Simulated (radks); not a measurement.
Trend from Lu to Hg: ionisation energy by Delta-SCF between NIST ground configurations, and size. Calculated with a radial shooting solver on a logarithmic mesh with Libxc functionals: non-relativistic Kohn-Sham, PBE, spin-polarised, spherical densities, point nucleus; open shells are filled with parallel spins first (spin-orbit coupling, left out, can overturn this in heavy ions).

| species | configuration | configuration of the ion | IE (eV) | NIST (eV) | kind | -e(HOMO) (eV) | outermost | <r> outermost (bohr) |
|---|---|---|---|---|---|---|---|---|
| Lu | [Xe] 4f14 5d1 6s2 | [Xe] 4f14 6s2 | 6.503 | 5.426 | exp. | 2.855 (5d) | 6s | 4.01 |
| Hf | [Xe] 4f14 5d2 6s2 | [Xe] 4f14 5d1 6s2 | 8.126 | 6.825 | exp. | 4.010 (6s) | 6s | 3.88 |
| Ta | [Xe] 4f14 5d3 6s2 | [Xe] 4f14 5d3 6s1 | 6.499 | 7.550 | exp. | 4.062 (6s) | 6s | 3.78 |
| W | [Xe] 4f14 5d4 6s2 | [Xe] 4f14 5d4 6s1 | 6.581 | 7.864 | exp. | 4.091 (6s) | 6s | 3.71 |
| Re | [Xe] 4f14 5d5 6s2 | [Xe] 4f14 5d5 6s1 | 6.644 | 7.834 | exp. | 4.109 (6s) | 6s | 3.65 |
| Os | [Xe] 4f14 5d6 6s2 | [Xe] 4f14 5d6 6s1 | 7.162 | 8.438 | exp. | 4.450 (6s) | 6s | 3.49 |
| Ir | [Xe] 4f14 5d7 6s2 | [Xe] 4f14 5d7 6s1 | 7.575 | 8.967 | exp. | 4.722 (6s) | 6s | 3.37 |
| Pt | [Xe] 4f14 5d9 6s1 | [Xe] 4f14 5d9 | 7.472 | 8.959 | exp. | 4.473 (6s) | 6s | 3.38 |
| Au | [Xe] 4f14 5d10 6s1 | [Xe] 4f14 5d10 | 7.458 | 9.226 | exp. | 4.423 (6s) | 6s | 3.35 |
| Hg | [Hg] | [Xe] 4f14 5d10 6s1 | 8.468 | 10.438 | exp. | 5.293 (6s) | 6s | 3.11 |

Reference values: NIST Atomic Spectra Database (exp. = measured, semi-emp. = semi-empirical, theory = theoretical value adopted there). Relativity is left out here, which matters for elements this heavy. Open shells are spherical and high-spin; term and fine-structure splittings are not resolved.
